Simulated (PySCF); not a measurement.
**Pb²⁺: excitation energy**

Pb²⁺ [Xe] 4f14 5d10 6s2 (1S) → Pb²⁺ [Xe] 4f14 5d10 6s1 6p1 (3P), as a difference of total energies. All numbers are calculated (PySCF 2.14, a scalar-relativistic core potential, in aug-cc-pVTZ-PP with one added diffuse shell each of d, f type with ECP60MDF (6s5p5d3f, 67 functions)). Correlated levels: valence: 5s2 5p6 5d10 frozen. The calculations carry no spin-orbit coupling.

| method | excitation energy (eV) |
| --- | --- |
| UHF | 7.575 |
| MP2 (valence) | 8.073 |
| SCS-MP2 (valence) | 8.220 |
| CCSD (valence) | 8.231 |

Question: How much does correlation contribute at MP2 (valence)?

Answer: 8.073 − (7.575) = 0.498 eV, measured against UHF.

With two correlated electrons CCSD is exact in that space.
